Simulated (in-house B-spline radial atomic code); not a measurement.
# Excitations of Si⁴⁺ by several methods

Full response, energies in eV; labels give the largest channel, * marks a mixed state, a dash one above the method's threshold, and an imaginary frequency an unstable closed-shell reference. Computed with an all-electron radial atomic-structure program (B-spline basis): linear response of the closed shell [He] 2s2 2p6 with each method's own kernel (bare exchange for TDHF, static screening on G0W0 levels for BSE, the adiabatic kernel for functionals); non-relativistic, point nucleus, no spin-orbit coupling, no double excitations, S, P, D and F terms only. Only terms of natural parity with L up to 3 were computed.

```
           method  2p → 3s 3P  2p → 3s 1P  2p → 3p 3S  α (bohr³)
             TDHF           ?           ?           ?          ?
   BSE on G0W0@HF      104.40      105.57      112.57     0.1618
         LDA VWN5       98.55       99.39      106.92     0.1717
              PBE       97.78       98.74      106.23     0.1713
             PBE0      100.03      101.05      108.38     0.1687
  B3LYP (VWN-RPA)       98.45       99.63      106.93     0.1695
        CAM-B3LYP       98.04       99.21      106.51     0.1697
          LC-wPBE       97.34       98.28      105.86     0.1715
            wB97X      100.44      101.31      108.40     0.1686
            HSE06      100.01      101.04      108.39     0.1689
        BHandHLYP      100.49      101.83      108.80     0.1667
             BLYP       96.34       97.53      104.88     0.1716
           PBEsol       97.99       98.93      106.35     0.1715
             BP86       98.64       99.49      107.08     0.1708
LDA exchange-only       97.15       98.17      105.16     0.1732
            B97-1           ?           ?           ?          ?
             RPBE       97.41       98.38      105.96     0.1714
             OLYP       96.11       97.27      104.81     0.1701
```

Question: What does B97-1 give?

Answer: 2p → 3s 3P: 99.92; 2p → 3s 1P: 100.85; 2p → 3p 3S: 108.27; α: 0.1689 (eV, bohr³).

Question: What does TDHF give?

Answer: 2p → 3s 3P: 105.35; 2p → 3s 1P: 106.63; 2p → 3p 3S: 113.00; α: 0.1627 (eV, bohr³).
